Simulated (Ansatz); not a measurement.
Ansatz (a quantum-chemistry and plane-wave program) input (B3LYP/3-21G): The .json file is the Basis Set Exchange's 3-21G.

Ansatz 0.2 input:
```yaml
crystal:
  periodic: [false, false, false]
  atoms:
    - {symbol: C, position_ang: [-1.04111583, 0.00436008, -0.00589786]}
    - {symbol: Cl, position_ang: [0.55265444, -0.00231446, 0.00313075]}
    - {symbol: H, position_ang: [-1.57008623, 0.95646317, -0.03558607]}
    - {symbol: H, position_ang: [-1.57834429, -0.94327789, 0.01775039]}
basis:
  gaussian:
    orbitals: 3-21G.json
hamiltonian:
  xc: {name: B3LYP}
total_charge: 1
output: {forces: true}
```

**Question.** Predict the final energy.

**Answer.** -496.67502 Eh.
